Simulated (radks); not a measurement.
Charge is removed step by step from the 4d down level of Pr+, starting from [Kr] 4d(up 5, down 5) 4f3 5s2 5p6 6s1. All-electron calculation, scalar-relativistic Kohn-Sham, r2SCAN, spin-polarised, spherical densities, finite nucleus; open shells are filled with parallel spins first (spin-orbit coupling, left out, can overturn this in heavy ions); meta-GGA in the generalised Kohn-Sham scheme; Fermi nuclear charge, rms radius 4.8919 fm. Program: a radial shooting solver on a logarithmic mesh with Libxc functionals.

removed (e) = 0: E - E(0) (eV) 0.000; eigenvalue (eV) -116.42; E minus straight line (eV) 0.000
removed (e) = 0.1: E - E(0) (eV) 11.709; eigenvalue (eV) -117.97; E minus straight line (eV) -0.762
removed (e) = 0.2: E - E(0) (eV) 23.576; eigenvalue (eV) -119.58; E minus straight line (eV) -1.366
removed (e) = 0.3: E - E(0) (eV) 35.606; eigenvalue (eV) -121.23; E minus straight line (eV) -1.807
removed (e) = 0.4: E - E(0) (eV) 47.804; eigenvalue (eV) -122.93; E minus straight line (eV) -2.080
removed (e) = 0.5: E - E(0) (eV) 60.174; eigenvalue (eV) -124.66; E minus straight line (eV) -2.181
removed (e) = 0.6: E - E(0) (eV) 72.719; eigenvalue (eV) -126.43; E minus straight line (eV) -2.107
removed (e) = 0.7: E - E(0) (eV) 85.442; eigenvalue (eV) -128.23; E minus straight line (eV) -1.855
removed (e) = 0.8: E - E(0) (eV) 98.346; eigenvalue (eV) -130.06; E minus straight line (eV) -1.422
removed (e) = 0.9: E - E(0) (eV) 111.43; eigenvalue (eV) -131.91; E minus straight line (eV) -0.804
removed (e) = 1: E - E(0) (eV) 124.71; eigenvalue (eV) -133.79; E minus straight line (eV) 0.000

Removing the whole electron costs 124.71 eV by Delta-SCF, against 116.42 eV from minus the eigenvalue at the starting occupation. Slater's transition state (half an electron removed) gives 124.66 eV. Integrating minus the eigenvalue over the occupation (Janak's theorem) gives 124.81 eV. In this scalar-relativistic scheme the density is built from large components alone, so the theorem holds only approximately. The mean slope of the eigenvalue, de/dn, is 17.4 eV per electron.
